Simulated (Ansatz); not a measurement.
```yaml
crystal:
  periodic: [false, false, false]
  atoms:
    - {symbol: C, position_ang: [-0.374058, -1.973951, 0.142546]}
    - {symbol: C, position_ang: [-0.442851, -0.858125, 0.892948]}
    - {symbol: C, position_ang: [0.018637, 0.274220, 0.078989]}
    - {symbol: C, position_ang: [0.364048, -0.302253, -1.227178]}
    - {symbol: C, position_ang: [0.129258, -1.627222, -1.179900]}
    - {symbol: C, position_ang: [0.796121, 1.436557, 0.679644]}
    - {symbol: C, position_ang: [-0.585347, 1.664684, 0.213686]}
    - {symbol: H, position_ang: [-0.645441, -2.972567, 0.458107]}
    - {symbol: H, position_ang: [-0.775251, -0.775597, 1.918943]}
    - {symbol: H, position_ang: [0.740975, 0.268901, -2.064838]}
    - {symbol: H, position_ang: [0.284788, -2.331726, -1.986093]}
    - {symbol: H, position_ang: [1.615664, 1.821937, 0.087203]}
    - {symbol: H, position_ang: [0.985064, 1.387515, 1.744092]}
    - {symbol: H, position_ang: [-1.371090, 1.776600, 0.949376]}
    - {symbol: H, position_ang: [-0.740497, 2.211026, -0.707507]}
basis:
  gaussian: {orbitals: "6-31G*"}
magnetization: {spin_polarized: true, initial_magnetization: 3}
hamiltonian: {xc: {name: rPW86-PBE}}
```

```sh
$ ansatz run in.yaml --threads 2 --pin off --events-out ev --progress --plain --max-ram 32768MiB --backend cpu
```

It prints (some lines left out):

```
Error: a molecule whose nuclei and cores have a total charge of 50 cannot have a net charge of 0 together with 3 unpaired electrons
```

Task: Something in this input is off. What?

Result: The number of unpaired electrons doesn't fit the electron count. The program refused the input.
